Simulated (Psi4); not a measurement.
tin monoxide (OSn), singlet, at a GFN2-xTB geometry (such geometries of metal compounds can be far from the true shape) (core potentials on Sn); M06-2X/def2-SV(P) run with Psi4.

The Psi4 input:
```
memory 2 GB

molecule {
0 1
Sn   -0.00000000   -0.00000000   -0.24879316
O     0.00000000    0.00000000    1.55495727
}

set {
  basis def2-sv(p)
  basis_guess sto-3g
}

energy('m06-2x')
print_variables()
```

Task: Predict the main parts of the log of this Psi4 run.

Result: 
```
  //>>>>>>>>>>>>>>>>>>>>>>>>>>>>>>>>>>>//
  //      Guess SCF, STO-3G Basis      //
  //<<<<<<<<<<<<<<<<<<<<<<<<<<<<<<<<<<<//

   => Loading Basis Set <=

    Name: STO-3G
    Role: ORBITAL
    Keyword: BASIS

         ---------------------------------------------------------
                           SCF Castup computation
         ---------------------------------------------------------
                                   SCF
               by Justin Turney, Rob Parrish, Andy Simmonett
                          and Daniel G. A. Smith
                              RKS Reference
         ---------------------------------------------------------

  ==> Geometry <==

    Molecular point group: c2v
    Full point group: C_inf_v

    Geometry (in Angstrom), charge = 0, multiplicity = 1:

       Center              X                  Y                   Z               Mass
    ------------   -----------------  -----------------  -----------------  -----------------
         SN           0.000000000000     0.000000000000    -0.212299090070   119.902201630000
         O            0.000000000000     0.000000000000     1.591451339930    15.994914619570

  Running in c2v symmetry.

  Rotational constants: A = ************  B =      0.36715  C =      0.36715 [cm^-1]
  Rotational constants: A = ************  B =  11006.91116  C =  11006.91116 [MHz]
  Nuclear repulsion =  117.350427613203664

  Charge       = 0
  Multiplicity = 1
  Electrons    = 58
  Nalpha       = 29
  Nbeta        = 29

  ==> Algorithm <==

  SCF Algorithm Type is DF.
  DIIS enabled.
  MOM disabled.
  Fractional occupation disabled.
  Guess Type is SAD.
  Energy threshold   = 1.00e-06
  Density threshold  = 1.00e-06
  Integral threshold = 1.00e-12

  ==> Primary Basis <==

  Basis Set: STO-3G
    Blend: STO-3G
    Number of shells: 14
    Number of basis functions: 32
    Number of Cartesian functions: 34
    Spherical Harmonics?: true
    Max angular momentum: 2

  ==> DFT Potential <==

   => LibXC <=

    Version 7.1.2
    S. Lehtola, C. Steigemann, M. J. T. Oliveira, and M. A. L. Marques,  SoftwareX 7, 1–5 (2018) (10.1016/j.softx.2017.11.002)

   => Composite Functional: M06-2X <=

    Hybrid M06-2X Meta-GGA XC Functional  (10.1007/s00214-007-0310-x)
    Y. Zhao and D. G. Truhlar,  Theor. Chem. Acc., 120, 215, 2008

    Deriv               =              1
    GGA                 =           TRUE
    Meta                =           TRUE

    Exchange Hybrid     =           TRUE
    MP2 Hybrid          =          FALSE

   => Exchange Functionals <=

    1.0000   XC_HYB_MGGA_X_M06_2X

   => Exact (HF) Exchange <=

    0.5400               HF

   => Correlation Functionals <=

    1.0000   XC_MGGA_C_M06_2X

   => LibXC Density Thresholds  <==

    XC_MGGA_C_M06_2X:  1.00E-12
    XC_HYB_MGGA_X_M06_2X:  1.00E-15

   => Molecular Quadrature <=

    Radial Scheme          =       TREUTLER
    Pruning Scheme         =           NONE
    Nuclear Scheme         =       TREUTLER

    Blocking Scheme        =         OCTREE
    BS radius alpha        =              1
    Pruning alpha          =              1
    Radial Points          =             75
    Spherical Points       =            302
    Total Points           =          40145
    Total Blocks           =            362
    Max Points             =            254
    Max Functions          =             32
    Weights Tolerance      =       1.00E-15

   => Loading Basis Set <=

    Name: (STO-3G AUX)
    Role: JKFIT
    Keyword: DF_BASIS_SCF

  ==> Integral Setup <==

  SCF_SUBTYPE=INCORE selected. In-core MEM_DF algorithm will be used.
  Using in-core AOs.

  ==> MemDFJK: Density-Fitted J/K Matrices <==

    J tasked:                   Yes
    K tasked:                   Yes
    wK tasked:                   No
    Algorithm:                 Core
    Schwarz Cutoff:           1E-12
    Mask sparsity (%):       2.7344
    Fitting Condition:        1E-10

   => Auxiliary Basis Set <=

  Basis Set: (STO-3G AUX)
[...]
  @DF-RKS Final Energy: -6140.56648614667301
    Total Energy =                      -6140.5664861466739239
[...]
  Rotational constants: A = ************  B =  11006.91116  C =  11006.91116 [MHz]
  Nuclear repulsion =   51.634188149809610

  Charge       = 0
  Multiplicity = 1
  Electrons    = 30
  Nalpha       = 15
  Nbeta        = 15

  ==> Algorithm <==

  SCF Algorithm Type is DF.
  DIIS enabled.
  MOM disabled.
  Fractional occupation disabled.
  Guess Type is SAD.
  Energy threshold   = 1.00e-06
  Density threshold  = 1.00e-06
  Integral threshold = 1.00e-12

  ==> Primary Basis <==

  Basis Set: DEF2-SV(P)
    Blend: DEF2-SV(P)
    Number of shells: 16
    Number of basis functions: 40
    Number of Cartesian functions: 43
    Spherical Harmonics?: true
    Max angular momentum: 2

  Core potential: DEF2-SV(P)
    Number of shells: 4
    Number of ECP primitives: 18
    Number of ECP core electrons: 28
    Max angular momentum: 3

  ==> DFT Potential <==

   => LibXC <=

    Version 7.1.2
    S. Lehtola, C. Steigemann, M. J. T. Oliveira, and M. A. L. Marques,  SoftwareX 7, 1–5 (2018) (10.1016/j.softx.2017.11.002)

   => Composite Functional: M06-2X <=

    Hybrid M06-2X Meta-GGA XC Functional  (10.1007/s00214-007-0310-x)
    Y. Zhao and D. G. Truhlar,  Theor. Chem. Acc., 120, 215, 2008

    Deriv               =              1
    GGA                 =           TRUE
    Meta                =           TRUE

    Exchange Hybrid     =           TRUE
    MP2 Hybrid          =          FALSE

   => Exchange Functionals <=

    1.0000   XC_HYB_MGGA_X_M06_2X

   => Exact (HF) Exchange <=

    0.5400               HF

   => Correlation Functionals <=

    1.0000   XC_MGGA_C_M06_2X

   => LibXC Density Thresholds  <==

    XC_MGGA_C_M06_2X:  1.00E-12
    XC_HYB_MGGA_X_M06_2X:  1.00E-15

   => Molecular Quadrature <=

    Radial Scheme          =       TREUTLER
    Pruning Scheme         =           NONE
    Nuclear Scheme         =       TREUTLER

    Blocking Scheme        =         OCTREE
    BS radius alpha        =              1
    Pruning alpha          =              1
    Radial Points          =             75
    Spherical Points       =            302
    Total Points           =          42590
    Total Blocks           =            395
    Max Points             =            255
    Max Functions          =             40
    Weights Tolerance      =       1.00E-15

   => Loading Basis Set <=

    Name: (DEF2-SV(P) AUX)
    Role: JKFIT
    Keyword: DF_BASIS_SCF

  Computing basis projection from STO-3G to DEF2-SV(P)

Traceback (most recent call last):
  File "psi4", line 375, in <module>
  File "<string>", line 23, in <module>
  File "site-packages/psi4/driver/driver.py", line 533, in energy
  File "site-packages/psi4/driver/procrouting/proc.py", line 2760, in run_scf
  File "site-packages/psi4/driver/procrouting/proc.py", line 1992, in scf_helper

psi4.driver.p4util.exceptions.ValidationError: Projecting from basis (STO-3G) with (0) ECP electrons to basis (DEF2-SV(P)) with (28) ECP electrons will be a disaster. Select a compatible cast-up basis with `set guess_basis YOUR_BASIS_HERE`.

Printing out the relevant lines from the Psithon --> Python processed input file:
    O     0.00000000    0.00000000    1.55495727
    """)
    core.IO.set_default_namespace("")
    core.set_global_option("BASIS", "def2-sv(p)")
    core.set_global_option("BASIS_GUESS", "sto-3g")
--> energy('m06-2x')
    print_variables()

!----------------------------------------------------------------------------------!
!                                                                                  !
!  Projecting from basis (STO-3G) with (0) ECP electrons to basis (DEF2-SV(P))     !
!     with (28) ECP electrons will be a disaster. Select a compatible cast-up      !
!     basis with `set guess_basis YOUR_BASIS_HERE`.                                !
!                                                                                  !
!----------------------------------------------------------------------------------!
```

The run crashed.
